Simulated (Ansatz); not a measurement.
Input file for C2H6BFO (`COB(C)F`):

```yaml
crystal:
  periodic: [false, false, false]
  atoms:
    - {symbol: C, position_ang: [-1.364394, 0.711106, 0.538476]}
    - {symbol: O, position_ang: [-0.241034, 1.227789, -0.135297]}
    - {symbol: B, position_ang: [0.818583, 0.482667, -0.508872]}
    - {symbol: C, position_ang: [0.993226, -1.057861, -0.270558]}
    - {symbol: F, position_ang: [1.779226, 1.165201, -1.136042]}
    - {symbol: H, position_ang: [-1.458467, 1.207123, 1.506862]}
    - {symbol: H, position_ang: [-2.259069, 0.924278, -0.050042]}
    - {symbol: H, position_ang: [-1.294037, -0.367678, 0.698148]}
    - {symbol: H, position_ang: [0.947554, -1.307033, 0.794024]}
    - {symbol: H, position_ang: [1.947438, -1.412793, -0.660077]}
    - {symbol: H, position_ang: [0.196274, -1.629799, -0.756023]}
basis:
  gaussian: {orbitals: def2-TZVPP}
correlation: {method: ccsd_t}
output: {orbitals: {seedname: orbitals}}
```

```sh
$ ansatz run in.yaml --threads 4 --pin off --events-out ev --progress --plain
```

Log, shortened:

```
Functional definition: HF
1442 factors; integrals over basis functions are off by at most 1.0e-3 eV
mean field evaluation 1: about -7573.3723 eV, gradient 4.1e1 eV
mean field evaluation 2: about -7573.5642 eV, gradient 4.1e1 eV
mean field evaluation 4: about -7577.0639 eV, gradient 4.1e0 eV
mean field evaluation 8: about -7577.1171 eV, gradient 2.7e-1 eV
mean field -7577.11736263 eV, -278.4539271219 hartree, gradient 1.2e-6 eV, S^2 0.000000; 0 other end points of the search recorded, 0 dependent functions left out
5 core orbitals not correlated: weight in the atoms' cores, before any rotation towards them, 1.000 or more for the frozen orbitals, at most 0.000 for the correlated occupied ones
reference -7577.11736263 eV, -278.4539271219 hartree; 15, 15 occupied and 219, 219 virtual orbitals, 1442 factors
second order -25.33929880 eV of doubles, -0.00000000 eV of singles
cycle   1  -25.59380637 eV  change   -2.5e-1 eV  update   1.0e-1
cycle   2  -26.13454187 eV  change   -5.4e-1 eV  update   2.8e-2
cycle   3  -26.26161487 eV  change   -1.3e-1 eV  update   1.5e-2
cycle   4  -26.24890177 eV  change    1.3e-2 eV  update   3.5e-3
cycle   5  -26.24763252 eV  change    1.3e-3 eV  update   1.6e-3
cycle   6  -26.24835247 eV  change   -7.2e-4 eV  update   4.9e-4
cycle   7  -26.24810608 eV  change    2.5e-4 eV  update   1.6e-4
cycle   8  -26.24803040 eV  change    7.6e-5 eV  update   5.6e-5
cycle   9  -26.24805569 eV  change   -2.5e-5 eV  update   2.0e-5
perturbative correction -0.91021597 eV, -0.0334498199 hartree
Total energy: -7604.27563428 eV, -279.4519751968 hartree
```

Hardware: 4 threads of a server CPU on a shared host. Wall time 94 s, peak host memory 5 GiB.

Correlation energy per correlated electron: -0.905 eV. T1 diagnostic: 0.0119.
